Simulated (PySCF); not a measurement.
GeH4Mg. Atoms are numbered in the order given.

```xyz
6

Mg     0.0000     0.0000    -1.8911
H      0.0000     0.0000    -3.5906
Ge     0.0000     0.0000     0.6970
H      1.2266     0.7082     1.3263
H     -1.2266     0.7082     1.3263
H      0.0000    -1.4164     1.3263
```
Charge 0, spin multiplicity 1.

Geometry optimised at B3LYP-D3(BJ)/def2-TZVP.

These are HF/pcSseg-2 in PySCF values and carry that method's errors.

GIAO shieldings, no solvent; atoms alike by connectivity are averaged. δ = σ(ref) − σ: ¹H against TMS (σ = 31.98 ppm); ⁷³Ge against GeH4 (σ = 1766.1 ppm), references at their B3LYP-D3(BJ)/def2-TZVP geometries, non-relativistic.

**Question.** Estimate the chemical shifts. (The exact figures need the calculation; the answer reports its results.)

**Answer.** 
```tsv
nucleus	atoms	count	δ (ppm)
¹H	H2	1	5.16
¹H	H4, H5, H6	3	2.98
⁷³Ge	Ge3	1	-121.2
```
